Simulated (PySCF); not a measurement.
Electron correlation in Ar⁺ (argon, charge +1)

[Ne] 3s2 3p5, 2P determinant. All numbers are calculated (PySCF 2.14, scalar relativity by spin-free X2C-1e, in aug-cc-pCVTZ-DK with one added diffuse shell each of s, p, d, f type (9s8p6d4f, 91 functions)). Frozen: 1s2; 15 electrons correlated.

```tsv
level	correlation energy (mhartree)
CCSD	-501.15
(T)	-7.77
CCSD(T)	-508.92
```

Diagnostics: T1 = 0.0050, D1 = 0.0235, largest double amplitude 0.037.

**Question.** Is a single reference adequate?

**Answer.** Yes: T1 lies below 0.03 and no double amplitude reaches 0.07.
